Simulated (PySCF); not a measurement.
These 6 structures share the formula C6H12OSi2. Computed with PySCF 2.14.0, PBE0-D3(BJ)/def2-SVP geometry optimisation, gas phase. Energies are electronic, without zero-point or thermal terms, for one conformer each. No frequencies were run at this level. Point groups hold within 0.08 Å.

Question: Rank from lowest to highest electronic energy at this level (kJ/mol).
A. `[CH:1]#[C:2][SiH2:3][O:4][SiH2:5][CH:6]1[CH2:7][CH2:8][CH2:9]1` with C2–Si3–O4–Si5 38°, Si3–O4–Si5–C6 53°, O4–Si5–C6–C7 -170°, Si5–C6–C7–C8 138°, C6–C7–C8–C9 -17°, C7–C8–C9–C6 17°, Si5–C6–C9–C8 -139°
B. `[CH3:1][C:2]#[C:3][Si@H:4]([O:5][SiH3:6])[CH:7]1[CH2:8][CH2:9]1` with C3–Si4–O5–Si6 -47°, C3–Si4–C7–C8 -33°
C. `[CH3:1][C:2]#[C:3][Si@@H:4]1[O:5][SiH2:6][CH2:7][C@H:8]1[CH3:9]` with C3–Si4–O5–Si6 -129°, Si4–O5–Si6–C7 -10°, O5–Si6–C7–C8 29°, Si6–C7–C8–C9 -164°
D. `[CH3:1][C:2]#[C:3][Si@@H:4]1[O:5][SiH2:6][CH2:7][C@@H:8]1[CH3:9]` with C3–Si4–O5–Si6 -103°, Si4–O5–Si6–C7 5°, O5–Si6–C7–C8 -28°, Si6–C7–C8–C9 164°
E. `[CH3:1][CH2:2][Si:3]1([OH:4])[CH:5]=[CH:6][SiH2:7][CH:8]=[CH:9]1` with C1–C2–Si3–O4 59°, C2–Si3–O4–H -178°
F. `[CH:1]#[C:2][Si@:3]1([O:4][CH3:5])[CH2:6][CH2:7][CH2:8][SiH2:9]1` with C2–Si3–O4–C5 58°, C2–Si3–C6–C7 -91°, Si3–C6–C7–C8 -52°, C6–C7–C8–Si9 53°, C7–C8–Si9–Si3 -27°

Answer: D (0.0), C (2.4), E (34.2), B (107.2), A (146.4), F (165.8).

As drawn, the highest has an Si–Si bond, which the lowest lacks. Neighbours under 10 kJ/mol apart (CC#C[Si@@H]1O[SiH2]C[C@@H]1C and CC#C[Si@@H]1O[SiH2]C[C@H]1C) can change places with a better method, another conformer or zero-point energy. CC#C[Si@@H]1O[SiH2]C[C@@H]1C and CC#C[Si@@H]1O[SiH2]C[C@H]1C are stereoisomers, 2.4 kJ/mol apart in the conformers taken.

```tsv
SMILES	E (Eh)	E rel (kJ/mol)	dipole (D)	point group	A, B, C (MHz)
CC#C[Si@@H]1O[SiH2]C[C@@H]1C	-889.11217	0.0	2.55	C1	1655, 739.3, 625.0
CC#C[Si@@H]1O[SiH2]C[C@H]1C	-889.11125	2.4	2.27	C1	1857, 666.6, 538.9
CC[Si]1(O)C=C[SiH2]C=C1	-889.09913	34.2	0.55	C1	2034, 752.8, 684.3
CC#C[Si@H](O[SiH3])C1CC1	-889.07134	107.2	2.23	C1	1092, 871.1, 586.9
C#C[SiH2]O[SiH2]C1CCC1	-889.05642	146.4	1.60	C1	1695, 727.2, 588.3
C#C[Si@]1(OC)CCC[SiH2]1	-889.04904	165.8	0.50	C1	1456, 881.6, 772.6
```

Q: How do the relative energies change in single points at PBE0/pcSseg-1 (no added dispersion term) on the same geometries?

A: 
| SMILES | PBE0-D3(BJ)/def2-SVP (kJ/mol) | PBE0/pcSseg-1 (kJ/mol) | shift |
| --- | --- | --- | --- |
| CC#C[Si@@H]1O[SiH2]C[C@@H]1C | 0.0 | 0.0 | 0.0 |
| CC#C[Si@@H]1O[SiH2]C[C@H]1C | 2.4 | 1.6 | -0.8 |
| CC[Si]1(O)C=C[SiH2]C=C1 | 34.2 | 36.3 | +2.1 |
| CC#C[Si@H](O[SiH3])C1CC1 | 107.2 | 104.5 | -2.7 |
| C#C[SiH2]O[SiH2]C1CCC1 | 146.4 | 145.5 | -0.9 |
| C#C[Si@]1(OC)CCC[SiH2]1 | 165.8 | 166.6 | +0.8 |

Each column counts from its own lowest isomer. The order is unchanged; the largest shift is 2.7 kJ/mol.

Q: As an exercise, what shares would exp(−E/RT) give at 298.15 K from these electronic energies alone (no entropy, no degeneracies)?

A: RT = 2.479 kJ/mol: CC#C[Si@@H]1O[SiH2]C[C@@H]1C 72.6 %, CC#C[Si@@H]1O[SiH2]C[C@H]1C 27.4 %, CC[Si]1(O)C=C[SiH2]C=C1 under 0.1 %, CC#C[Si@H](O[SiH3])C1CC1 under 0.1 %, C#C[SiH2]O[SiH2]C1CCC1 under 0.1 %, C#C[Si@]1(OC)CCC[SiH2]1 under 0.1 %.
